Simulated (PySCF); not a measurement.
Species: CH6BF3P2Si.
SMILES: `BP[Si@H](P)C(F)(F)F`

Jobs on this species (14 atoms, 88 electrons) with PySCF (density fitting). Hardware of each: one thread, Arm Neoverse V2 (aarch64), shared host. The host was shared with other jobs, so the times are rough. Peak memory is the resident size of the whole Python process, interpreter and libraries included.

**Question.** Rank these jobs by wall time, shortest first.
A. PBE0/def2-SVP, IEF-PCM chloroform; spin–spin couplings from 14 perturbed nuclei, spin–dipole term for 7 of them; 154 basis functions
B. B97-D/pcSseg-0, level shift 0.1 Eh; 12 singlets by TDA, 5 Tamm–Dancoff triplets, polarisability; 96 basis functions
C. PBE0/pcseg-1; shieldings, charges and field gradients; 154 basis functions
D. PBE0/pcSseg-1; shieldings, charges and field gradients, density and orbital grids written; 187 basis functions

**Answer.** B (13 s), C (21 s), D (35 s), A (59 s).

All jobs:

```json
{"level and settings": "B97-D/pcSseg-0, level shift 0.1 Eh", "work": "12 singlets by TDA, 5 Tamm–Dancoff triplets, polarisability", "basis functions": "96", "SCF cycles": "11", "wall time": "13 s", "peak memory": "0.57 GiB"}
{"level and settings": "PBE0/pcseg-1", "work": "shieldings, charges and field gradients", "basis functions": "154", "SCF cycles": "13", "wall time": "21 s", "peak memory": "0.83 GiB"}
{"level and settings": "B3LYP/pcSseg-1", "work": "shieldings, charges and field gradients", "basis functions": "187", "SCF cycles": "12", "wall time": "26 s", "peak memory": "0.89 GiB"}
{"level and settings": "PBE0/pcSseg-1", "work": "shieldings, charges and field gradients, density and orbital grids written", "basis functions": "187", "SCF cycles": "13", "wall time": "35 s", "peak memory": "0.83 GiB"}
{"level and settings": "BP86/def2-SVP, fitting basis def2-qzvpp-jkfit", "work": "spin–spin couplings from 14 perturbed nuclei, spin–dipole term for 7 of them", "basis functions": "154", "SCF cycles": "11", "wall time": "37 s", "peak memory": "0.56 GiB"}
{"level and settings": "PBE0/6-311G**, grid level 4, energy threshold 1e-08 Eh", "work": "shieldings", "basis functions": "204", "SCF cycles": "9", "wall time": "48 s", "peak memory": "0.91 GiB"}
{"level and settings": "PBE0/def2-SVPD", "work": "6 singlets by full TDDFT, 2 Tamm–Dancoff triplets, polarisability, density and orbital grids written", "basis functions": "229", "SCF cycles": "13", "wall time": "49 s", "peak memory": "0.94 GiB"}
{"level and settings": "PBE0/def2-SVP, IEF-PCM chloroform", "work": "spin–spin couplings from 14 perturbed nuclei, spin–dipole term for 7 of them", "basis functions": "154", "SCF cycles": "12", "wall time": "59 s", "peak memory": "0.86 GiB"}
```

**Question.** What do all jobs in the table cost together?

**Answer.** About 4.8 min; the longest takes about 20 % of that, and about 4.5 times as long as the shortest.

B97-D is run here without its empirical dispersion term; that term would change no orbital, density or response property at a fixed geometry.
